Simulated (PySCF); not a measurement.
IH₇, singlet: computed properties

All numbers come from PBE0 in PySCF with I def2-TZVP with ECP28, H def2-TZVP; scalar-relativistic core potentials, no spin–orbit coupling; density-fitted integrals.

The structure is a minimum.

```xyz
8
charge 0 multiplicity 1, angstrom
I     0.0000    0.0000    0.0000
H    -0.0004   -0.0003    1.7686
H     1.3265    1.0340    0.5470
H    -1.0442    1.3395    0.0000
H    -1.3267   -1.0342    0.5461
H     1.0442   -1.3395    0.0000
H     0.8202    0.6394   -1.4306
H    -0.8196   -0.6389   -1.4311
```

```
Point group                                                                   : D5h
Bond lengths                                                                  : I–H 1.698 Å (×2), I–H 1.769 Å (×5)
Bond angles                                                                   : H–I–H 72.0° (×5), H–I–H 90.0° (×10), H–I–H 144.0° (×5), H–I–H 180.0°
Zero-point energy                                                             : 133.6 kJ/mol
Rotational symmetry number                                                    : 10
Highest occupied level                                                        : -6.41 eV
Heat capacity Cp at 298.15 K                                                  : 58.2 J/(mol K)
Enthalpy at 298.15 K above 0 K                                                : 12.07 kJ/mol
Principal quadrupole moments (Buckingham, traceless) about the centre of mass : -3.22, -3.22, 6.44 D Å
Lowest empty level                                                            : -3.00 eV
Dipole moment                                                                 : 0.00 D
Atomisation energy without zero-point energy                                  : 562 kJ/mol
Entropy at 298.15 K and 1 bar                                                 : 242.3 J/(mol K)
Rotational constants                                                          : 1.231, 1.231, 1.069 cm⁻¹
Principal polarisabilities                                                    : 46.3, 59.9, 59.9 bohr³
```

Harmonic modes (masses in u: I 126.904, H 1.008):
```
symmetry  ω (cm⁻¹)  IR (km/mol, summed over degenerate members)     type
    e2''       456                                          0.0     bend
     e1'       930                                         23.4     bend
    e1''       962                                          0.0     bend
    a2''      1004                                          172     bend
     e1'      1117                                         1328     bend
     e2'      1343                                          0.0    mixed
     e2'      1459                                          0.0    mixed
     e1'      1613                                         1393  stretch
     a1'      1755                                          0.0  stretch
    a2''      1875                                          356  stretch
     a1'      1950                                          0.0  stretch
```

In D5h the vibrations span e2'' + 3e1' + e1'' + 2a2'' + 2e2' + 2a1'. The a1', e1'', e2', e2'' modes carry no infrared intensity, as symmetry demands.

Charges (e):
```
      atom  Mulliken  Löwdin  polar tensor  Mayer order to I1
        I1      0.13    0.43          2.44                  –
H2,3,5,7,8     -0.05   -0.08         -0.39               0.73
      H4,6      0.05    0.00         -0.24               0.77
```

Mulliken populations on I1 (electrons outside its core potential): s 3.74, p 9.84, d 11.22, f 0.06.

Counting electrons, iodine keeps none of its valence electrons outside its bonds, so the VSEPR class is AX7 and the expected shape is pentagonal bipyramidal (D5h), as computed.

The final relaxation and frequency run took 97 s on 2 threads of a shared Arm Neoverse N1 host, with 92 basis functions and 10 gradients; the process peaked at 1.7 GiB. Launch command: `OMP_NUM_THREADS=2 python axn.py task.json out`.
